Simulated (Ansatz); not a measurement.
`N=C1C(F)[SiH]1F` + H₂ → `N=C1[SiH2]C1F` + H–F at 500 K and 1 bar (hydrogenolysis of the Si–F bond).

Isolated molecules relaxed with PBE0-D4/def2-TZVP in Ansatz; ΔE leaves out vibrations. CCSD(T)/CBS adds triple-zeta CCSD(T) − MP2 to the extrapolated MP2 energy (def2 sets, frozen cores). This one scheme is used for every species. Each species was taken in one conformer, which may not be the lowest.

```json
{"species": "`N=C1C(F)[SiH]1F`", "CCSD(T)/CBS energy (Eh)": "-621.23197", "H − E (kJ/mol)": "176.8", "S (J/(mol·K))": "397.4"}
{"species": "H₂", "CCSD(T)/CBS energy (Eh)": "-1.17544", "H − E (kJ/mol)": "41.0", "S (J/(mol·K))": "145.5"}
{"species": "`N=C1[SiH2]C1F`", "CCSD(T)/CBS energy (Eh)": "-521.97358", "H − E (kJ/mol)": "186.2", "S (J/(mol·K))": "371.5"}
{"species": "H–F", "CCSD(T)/CBS energy (Eh)": "-100.39570", "H − E (kJ/mol)": "39.4", "S (J/(mol·K))": "188.7"}
```

H − E and S are ideal-gas, rigid-rotor, harmonic terms from PBE0-D4/def2-TZVP, for one conformer and one mirror image of each species. The MP2-based limit puts H₂ 0.8 mEh under its directly extrapolated value; such offsets cancel only in part. 1 Eh = 2625.50 kJ/mol, R = 8.31446 J/(mol·K).

By hand: ΔE, ΔH, ΔS and ΔG.

ΔE = (-521.97358) + (-100.39570) − (-621.23197) − (-1.17544) = 0.03813 Eh = 100.1 kJ/mol. Δ(H − E) = 186.2 + 39.4 − 176.8 − 41.0 = 7.8, so ΔH = 107.9 kJ/mol. ΔS = 371.5 + 188.7 − 397.4 − 145.5 = 17.3 J/(mol·K). ΔG = 107.9 − 500 × (17.3)/1000 = 99.2 kJ/mol.

By hand: the equilibrium constant, and the temperature at which ΔG would vanish if ΔH and ΔS stayed fixed.

log₁₀ K = −ΔG/(RT ln 10) = -10.4. ΔG = 0 at ΔH/ΔS = 6237 K, far beyond where these terms or the molecules hold.

ΔH outweighs TΔS. A doubt of 5 kJ/mol in ΔE shifts log₁₀ K by 0.5 here. Other conformers and mirror images would add mixing entropy, several J/(mol·K) or more a flexible species. These are equilibria of isolated gas molecules and say nothing of rates. Largest T1 diagnostic: 0.015 (customary marks: 0.02 for closed shells, 0.045 for open ones).
